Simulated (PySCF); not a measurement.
**A survey of ¹⁷O NMR shifts**

Level of theory: GFN2-xTB geometry, GIAO PBE0/pcSseg-1 shieldings, in PySCF 2.14.0 with density-fitted response routines (relativity neglected, one conformer, no solvent, averaged over atoms made equivalent by symmetry, fast rotation or ring inversion).

Shieldings were converted by a linear fit to measured shifts: ¹⁷O (scatter 10.7 ppm rms, 12.2 ppm with the 3 outliers that the fit left out vs liquid water, solution or neat liquid). A few per cent of atoms miss by over 2 rms, more outside the fitted compound classes.

Q: Give the ¹⁷O shifts of `C=COCC(C)=O`, `C=COCC(C)=O`, `CSc1occp1`, `COC[Si@@H](O)n1cccc1`.

A: 
```json
{"compound": "[CH2:1]=[CH:2][O:3][CH2:4][C:5]([CH3:6])=[O:7]", "environment": "O7: ketone oxygen", "δ (ppm)": "557.8"}
{"compound": "[CH2:1]=[CH:2][O:3][CH2:4][C:5]([CH3:6])=[O:7]", "environment": "O3: ether oxygen", "δ (ppm)": "77.3"}
{"compound": "[CH2:1]=[CH:2][O:3][CH2:4][C:5]([CH3:6])=[O:7]", "environment": "O7: ketone oxygen", "δ (ppm)": "557.8"}
{"compound": "[CH2:1]=[CH:2][O:3][CH2:4][C:5]([CH3:6])=[O:7]", "environment": "O3: ether oxygen", "δ (ppm)": "77.3"}
{"compound": "CSc1occp1", "environment": "aromatic ring oxygen", "δ (ppm)": "272.4"}
{"compound": "[CH3:1][O:2][CH2:3][Si@@H:4]([OH:5])[n:6]1[cH:7][cH:8][cH:9][cH:10]1", "environment": "O5: oxygen bonded to Si, H", "δ (ppm)": "-2.4"}
{"compound": "[CH3:1][O:2][CH2:3][Si@@H:4]([OH:5])[n:6]1[cH:7][cH:8][cH:9][cH:10]1", "environment": "O2: ether oxygen", "δ (ppm)": "-42.5"}
```

Q: Match the shifts 344.9, 272.4, -16.9 ppm to `FC(F)c1cccc2c1COC2`, `CSc1occp1`, `c1ncon1`.

A: 344.9: c1ncon1 (aromatic ring oxygen); 272.4: CSc1occp1 (aromatic ring oxygen); -16.9: FC(F)c1cccc2c1COC2 (ether oxygen).
